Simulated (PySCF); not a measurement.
From computed data to an observable: oscillator strength and radiative lifetime

ClGeH3S3, SMILES [SH][Ge]([Cl])([SH])[SH].

Geometry: ωB97X-D3(BJ)/def2-SVP. The structure was generated by enumeration, and PubChem lists no compound with its InChIKey, so it may never have been made. Other conformers were not sampled.

TDDFT-B3LYP/def2-SVPD (PySCF 2.14.0) puts the first singlet state with f over 0.02 at 4.93 eV (vertical), with the transition dipole (-0.399, 0.023, 0.188) in atomic units.

Find the oscillator strength, the wavelength and the radiative lifetime that this transition would have in vacuum if emission retraced absorption.


|μ|² = 0.1951 au, so |μ| = 1.12 D. ΔE = 4.93/27.211 = 0.1812 hartree. f = (2/3) ΔE |μ|² = 0.024 (the program prints 0.024).
λ = 1239.84/4.93 = 251 nm; ν = 39763 cm⁻¹.
Einstein's coefficient A = 0.6670 ν² f s⁻¹ (ν in cm⁻¹) = 2.5e7 s⁻¹, so τ = 1/A = 40 ns. This state is S2; the lower singlet has f = 0.010. The figure is the radiative limit of this one transition; relaxation, internal conversion, crossing to triplets and a medium change what is measured.
